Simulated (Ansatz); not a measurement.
System: C₂H₇Si, net charge 0, doublet state. It need not be the lowest isomer of its formula. 
Geometry from a B3LYP-D3(BJ)/def2-TZVP (Ansatz, a program for electronic structure) optimisation:
```xyz
10

Si     0.0531     0.5267     0.0378
C     -1.6305    -0.2094     0.1949
C      1.3463    -0.8003    -0.2485
H      0.0600     1.5084    -1.0791
H      0.3902     1.2888     1.2728
H     -1.7953    -1.2679     0.3658
H     -2.5378     0.3835     0.1522
H      1.3560    -1.5162     0.5761
H      1.1454    -1.3490    -1.1706
H      2.3437    -0.3635    -0.3253
```
Charge 0, spin multiplicity 2.

Basis-set convergence of Hartree-Fock and CCSD correlation energies (hartree) with Ansatz. Cores are frozen in the correlated levels unless marked. UHF or UKS for open shells. Spin-orbit coupling is left out. Non-relativistic.

| basis | functions | E(HF) | E(corr, CCSD) |
|---|---|---|---|
| aug-cc-pV(D+d)Z | 141 | -368.72421 | -0.43858 |
| aug-cc-pV(T+d)Z | 308 | -368.75935 | -0.50951 |
| aug-cc-pV(Q+d)Z | 571 | -368.76735 | -0.52952 |

Extrapolating the two largest sets (X = 3 and 4) as X^-3: E(corr) = (64·(-0.52952) - 27·(-0.50951))/37 = -0.5441 Eh, an estimate of the basis-set limit. The largest set recovers 97.3 % of it, the smallest 80.6 %.
